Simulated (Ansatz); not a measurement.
Input file for Ansatz (a quantum-chemistry and plane-wave program): R-PBE/def2-TZVPP on F2GaH2N (SMILES [NH2][Ga]([F])[F]), a point of a torsion scan.

Ansatz 0.2 input:
```yaml
crystal:
  periodic: [false, false, false]
  atoms:
    - {symbol: N, position_ang: [-1.07366982, -0.08550954, -0.25137430]}
    - {symbol: Ga, position_ang: [0.74304457, 0.13654395, -0.06415389]}
    - {symbol: F, position_ang: [1.79291099, -1.14975359, 0.45457956]}
    - {symbol: F, position_ang: [1.55072127, 1.62141983, -0.46940556]}
    - {symbol: H, position_ang: [-1.60531123, 0.76354779, -0.08253544]}
    - {symbol: H, position_ang: [-1.44451797, -0.83723809, 0.32286388]}
basis:
  gaussian:
    orbitals: def2-TZVPP
hamiltonian:
  xc: {name: PBE}
scf: {lower_state_search: off}
```

Program output:

```
WARN ansatz: RAYON_NUM_THREADS=1 ignored (pool sized by the plan → 1); use --threads N
Functional definition: PBE
these checks for a lower state are left out or cut short: stability, starts, cluster_reference, orbital_swaps, neighbouring_geometries, increment
integrals: 0.08 GiB planned
953 factors; their error is unknown
mean field: 0.54 GiB planned
mean field evaluation 1: about -59310.5086 eV, gradient 9.7e1 eV
mean field evaluation 2: about -59242.7005 eV, gradient 1.9e2 eV
mean field evaluation 4: about -59324.5096 eV, gradient 2.5e1 eV
mean field evaluation 8: about -59325.5885 eV, gradient 6.1e-2 eV
mean field evaluation 16: about -59325.5747 eV, gradient 3.7e-5 eV
mean field -59325.57472189 eV, -2180.1746587106 hartree, gradient 2.8e-6 eV, S^2 0.000000; 0 other end points of the search recorded, 0 dependent functions left out
reference -59325.57475803 eV, -2180.1746600386 hartree; 29, 29 occupied and 140, 140 virtual orbitals, 953 factors
Total energy: -59325.57475803 eV, -2180.1746600386 hartree
Checks for a lower state left out: stability, starts, cluster_reference, orbital_swaps, neighbouring_geometries, increment
```

The calculation finished and met its thresholds.

Cost: about 2.0 core-seconds (a rough figure).
